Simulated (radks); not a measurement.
Results of a calculation; reference values are marked as such.
Sm+, configuration [Xe] 4f6 6s1. Code: a radial shooting solver on a logarithmic mesh with Libxc functionals. Model: Dirac Kohn-Sham, PBE, spin-unpolarised, spherical densities, point nucleus; open shells are shared between the two j in proportion to 2j + 1.

Normalised radial functions P(r) = r R(r) (large component), r in bohr:

| r | 5s1/2 | 5p1/2 | 6s1/2 |
|---|---|---|---|
| 0.002371 | 0.0777 | 0.0073 | 0.0258 |
| 0.00374 | 0.1058 | 0.0134 | 0.0352 |
| 0.005949 | 0.1356 | 0.0254 | 0.0451 |
| 0.009386 | 0.1540 | 0.0480 | 0.0512 |
| 0.01493 | 0.1365 | 0.0884 | 0.0454 |
| 0.02355 | 0.0511 | 0.1477 | 0.0169 |
| 0.03746 | -0.1111 | 0.2067 | -0.0369 |
| 0.0591 | -0.2431 | 0.1908 | -0.0807 |
| 0.09324 | -0.1261 | 0.0042 | -0.0416 |
| 0.1483 | 0.2582 | -0.2737 | 0.0861 |
| 0.234 | 0.2649 | -0.1928 | 0.0864 |
| 0.3721 | -0.3850 | 0.3445 | -0.1298 |
| 0.5871 | -0.3219 | 0.3189 | -0.0932 |
| 0.9337 | 0.7080 | -0.5413 | 0.2430 |
| 1.473 | 0.9291 | -0.9077 | 0.1439 |
| 2.324 | 0.3591 | -0.4834 | -0.3710 |
| 3.697 | 0.0415 | -0.0946 | -0.5766 |
| 5.832 | 0.0010 | -0.0054 | -0.2950 |
| 9.276 | 0.0000 | 0.0000 | -0.0441 |

5s1/2: eigenvalue -49.357 eV, 4 radial nodes at r = 0.0278, 0.110, 0.288, 0.686 bohr, <r> = 1.41 bohr, 90 % of the charge inside 2.03 bohr. 5p1/2: eigenvalue -31.846 eV, 3 radial nodes at r = 0.0939, 0.280, 0.711 bohr, <r> = 1.59 bohr, 90 % of the charge inside 2.34 bohr. 6s1/2: eigenvalue -8.417 eV, 5 radial nodes at r = 0.0278, 0.110, 0.287, 0.669, 1.69 bohr, <r> = 3.91 bohr, 90 % of the charge inside 5.68 bohr.
